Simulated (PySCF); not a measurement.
H4BFO2Si, singlet, at a GFN2-xTB geometry; CCSD(T)/cc-pVDZ run with PySCF.

Input for PySCF:
```python
from pyscf import gto, scf, cc

mol = gto.M(
    atom='''
Si   -1.12296787   -0.11751504   -0.11884325
F    -1.34641195    1.47958749    0.11874252
B     0.83566603   -0.39874629    0.01039385
O     1.46206360   -1.59760026   -0.10850121
O     1.68679180    0.63026003    0.23238238
H    -1.77740660   -0.34567376   -1.40957470
H    -1.98429809   -0.72044528    0.90139904
H     0.92900269   -2.37338390   -0.26562292
H     1.30278637    1.50087924    0.32590257
''',
    basis='cc-pvdz',
    verbose=4,
    max_memory=1800,
)

mf = scf.RHF(mol)
mf.kernel()

mycc = cc.CCSD(mf, frozen=9)
mycc.kernel()
et = mycc.ccsd_t()
print('E(CCSD(T)) = %.10f' % (mycc.e_tot + et))
```

The log (banner, timings and long lists left out):

```
PySCF version 2.14.0

[INPUT] verbose = 4
[INPUT] num. atoms = 9
[INPUT] num. electrons = 48
[INPUT] charge = 0
[INPUT] spin (= nelec alpha-beta = 2S) = 0
[INPUT] symmetry False subgroup None
[INPUT] Mole.unit = angstrom
[INPUT] Symbol           X                Y                Z      unit          X                Y                Z       unit  Magmom
[...]
nuclear repulsion = 218.570769075174
number of shells = 37
number of NR pGTOs = 173
number of NR cGTOs = 94
basis = cc-pvdz
ecp = {}

******** <class 'pyscf.scf.hf.RHF'> ********
method = RHF
initial guess = minao
damping factor = 0
level_shift factor = 0
DIIS = <class 'pyscf.scf.diis.CDIIS'>
diis_start_cycle = 1
diis_space = 8
diis_damp = 0
SCF conv_tol = 1e-09
SCF conv_tol_grad = None
SCF max_cycles = 50
direct_scf = True
direct_scf_tol = 1e-13
Set gradient conv threshold to 3.16228e-05
Initial guess from minao.
init E= -565.707580350353
[...]
cycle= 1 E= -565.129817335664  delta_E= 0.578  |g|= 0.801  |ddm|= 2.46
[...]
cycle= 2 E= -565.231334724122  delta_E= -0.102  |g|= 0.475  |ddm|= 0.801
[...]
cycle= 3 E= -565.271310663908  delta_E= -0.04  |g|= 0.0555  |ddm|= 0.299
[...]
cycle= 4 E= -565.272458467841  delta_E= -0.00115  |g|= 0.00995  |ddm|= 0.0679
[...]
cycle= 5 E= -565.272508322711  delta_E= -4.99e-05  |g|= 0.00218  |ddm|= 0.0171
[...]
cycle= 6 E= -565.272511105553  delta_E= -2.78e-06  |g|= 0.00101  |ddm|= 0.00454
[...]
cycle= 7 E= -565.272511388803  delta_E= -2.83e-07  |g|= 0.000215  |ddm|= 0.00108
[...]
cycle= 8 E= -565.272511417404  delta_E= -2.86e-08  |g|= 3.98e-05  |ddm|= 0.000527
[...]
cycle= 9 E= -565.272511418383  delta_E= -9.79e-10  |g|= 1.44e-05  |ddm|= 7.9e-05
[...]
Extra cycle  E= -565.272511418462  delta_E= -7.87e-11  |g|= 7.6e-06  |ddm|= 1.72e-05
converged SCF energy = -565.272511418462

******** <class 'pyscf.cc.ccsd.CCSD'> ********
CC2 = 0
CCSD nocc = 15, nmo = 85
frozen orbitals 9
max_cycle = 50
direct = 0
conv_tol = 1e-07
conv_tol_normt = 1e-05
diis_space = 6
diis_start_cycle = 0
diis_start_energy_diff = 1e+09
Init t2, MP2 energy = -566.009685383847  E_corr(MP2) -0.737173965385677
Init E_corr(CCSD) = -0.737173965401866
cycle = 1  E_corr(CCSD) = -0.748608274101336  dE = -0.0114343087  norm(t1,t2) = 0.0736559
cycle = 2  E_corr(CCSD) = -0.767100793390848  dE = -0.0184925193  norm(t1,t2) = 0.0220861
cycle = 3  E_corr(CCSD) = -0.768124602470545  dE = -0.00102380908  norm(t1,t2) = 0.0127005
cycle = 4  E_corr(CCSD) = -0.771286463648091  dE = -0.00316186118  norm(t1,t2) = 0.00508231
cycle = 5  E_corr(CCSD) = -0.771214614820928  dE = 7.18488272e-05  norm(t1,t2) = 0.00117126
cycle = 6  E_corr(CCSD) = -0.7710990016835  dE = 0.000115613137  norm(t1,t2) = 0.000481997
cycle = 7  E_corr(CCSD) = -0.771090268171983  dE = 8.73351152e-06  norm(t1,t2) = 0.000110393
cycle = 8  E_corr(CCSD) = -0.771095851538118  dE = -5.58336613e-06  norm(t1,t2) = 4.13913e-05
cycle = 9  E_corr(CCSD) = -0.771097346086442  dE = -1.49454832e-06  norm(t1,t2) = 1.80476e-05
cycle = 10  E_corr(CCSD) = -0.771097215480576  dE = 1.30605865e-07  norm(t1,t2) = 5.74671e-06
cycle = 11  E_corr(CCSD) = -0.771097118912507  dE = 9.65680693e-08  norm(t1,t2) = 2.45836e-06
CCSD converged
E(CCSD) = -566.0436085373741  E_corr = -0.7710971189125071
CCSD(T) correction = -0.0170614771968831
E(CCSD(T)) = -566.0606700146
```
